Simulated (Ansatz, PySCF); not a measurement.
Species: BH$_{2}$S$_{3}$, net charge 0, doublet state. SMILES: [S]B(S)S
Geometry from a B3LYP-D3(BJ)/def2-TZVP (Ansatz, an electronic-structure program) optimisation:
```xyz
6

S     -0.3133     1.2214    -1.3046
B     -0.0076     0.0298    -0.0318
S      1.6755    -0.4043     0.5001
S     -1.3573    -0.8358     0.8245
H      2.3429     0.4115    -0.3333
H     -2.3816    -0.2606     0.1721
```
Charge 0, spin multiplicity 2.

Wanted: size of the dipole moment, in D. Conventions: spin-orbit terms left out; 6-311+G** with 5d, 6d on Na to Ar in Ansatz; six Cartesian d functions in 6-31G* and its kin unless marked 5d; open shells spin-unrestricted; dispersion terms only where a functional's name holds one; non-relativistic. First-principles rows: single points at B3LYP-D3(BJ) geometries (Ansatz).

| level | program | size of the dipole moment (D) |
|---|---|---|
| PBE/STO-3G | Ansatz | 1.08 |
| B3LYP/6-31G | Ansatz | 1.34 |
| B3LYP/6-31G* | Ansatz | 1.04 |
| B3LYP/6-31+G* | Ansatz | 1.04 |
| PBE0/6-311+G** | Ansatz | 1.09 |
| M06-2X/6-311+G** | PySCF | 1.20 |
| B3PW91/6-31G* (5d) | PySCF | 1.09 |

No value to compare with is used here. The 7 habitual levels span 1.04 (B3LYP/6-31G*) to 1.34 D (B3LYP/6-31G).

The levels are drawn from those run, B3LYP/6-31G* more often than the rest, none by its result; left out are runs that failed, that the program found above a lower state of the same kind, or whose <S^2> lies over 0.5 above the pure value.
